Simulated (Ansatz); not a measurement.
Si(OMe)2Cl2 (C2H6Cl2O2Si). The state is a singlet with charge 0. Geometry r2SCAN-D4/def2-SVP; atoms count from 1.

| atom | x (Å) | y (Å) | z (Å) |
| --- | --- | --- | --- |
| Si1 | 0.126 | 0.123 | -0.174 |
| O2 | -1.193 | 0.649 | 0.622 |
| C3 | -1.833 | 1.898 | 0.434 |
| H4 | -1.146 | 2.735 | 0.648 |
| H5 | -2.683 | 1.951 | 1.129 |
| H6 | -2.211 | 2.001 | -0.599 |
| O7 | 0.466 | -1.361 | 0.403 |
| C8 | 1.535 | -2.190 | -0.016 |
| H9 | 1.448 | -2.439 | -1.088 |
| H10 | 1.491 | -3.120 | 0.568 |
| H11 | 2.510 | -1.704 | 0.160 |
| Cl12 | 1.715 | 1.404 | 0.118 |
| Cl13 | -0.224 | 0.054 | -2.205 |

Q: Estimate the Mulliken populations from the PBE0/def2-TZVP orbitals of Ansatz.

A: 
| atom | charge (e) |
| --- | --- |
| Si1 | 0.72 |
| O2 | -0.31 |
| C3 | -0.23 |
| H4 | 0.13 |
| H5 | 0.14 |
| H6 | 0.13 |
| O7 | -0.31 |
| C8 | -0.23 |
| H9 | 0.13 |
| H10 | 0.14 |
| H11 | 0.13 |
| Cl12 | -0.23 |
| Cl13 | -0.23 |
Mulliken values depend strongly on the basis.

Q: And the Mayer bond orders between heavy atoms (over 0.3)?

A: Si1–O2 1.28 (1.63 Å); Si1–O7 1.28 (1.63 Å); Si1–Cl12 1.14 (2.06 Å); Si1–Cl13 1.14 (2.06 Å); O2–C3 0.93 (1.42 Å); O7–C8 0.93 (1.42 Å).
